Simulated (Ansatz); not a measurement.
```yaml
crystal:
  periodic: [false, false, false]
  atoms:
    - {symbol: O, position_ang: [1.615432, 0.579543, -0.501858]}
    - {symbol: C, position_ang: [0.471303, 0.216934, -0.639265]}
    - {symbol: B, position_ang: [-0.416063, -0.224605, 0.621397]}
    - {symbol: Xx, position_ang: [-1.653761, -0.607753, 0.393931]}
    - {symbol: H, position_ang: [0.020936, 0.187850, -1.659390]}
    - {symbol: H, position_ang: [0.004354, -0.215970, 1.738985]}
basis:
  gaussian: {orbitals: STO-3G, final_grid: {core_spheres: 5, valence_spheres: 4, degree: 11}}
hamiltonian: {xc: {name: PBE}}
accuracy: high
output: {forces: true}
```

```sh
$ ansatz run in.yaml --threads 2 --pin off --events-out ev --progress --plain --max-ram 4352MiB
```

It prints (some lines left out):

```
Error: YAML parse error: error: line 7 column 16: `Xx` is not an element symbol (H … Og, case-exact)
 --> <input>:7:16
5 |     - {symbol: C, position_ang: [0.471303, 0.216934, -0.639265]}
6 |     - {symbol: B, position_ang: [-0.416063, -0.224605, 0.621397]}
7 |     - {symbol: Xx, position_ang: [-1.653761, -0.607753, 0.393931]}
8 |     - {symbol: H, position_ang: [0.020936, 0.187850, -1.659390]}
9 |     - {symbol: H, position_ang: [0.004354, -0.215970, 1.738985]}
```

**Question.** What is wrong with this run?

**Answer.** An element symbol is wrong. The program refused the input.
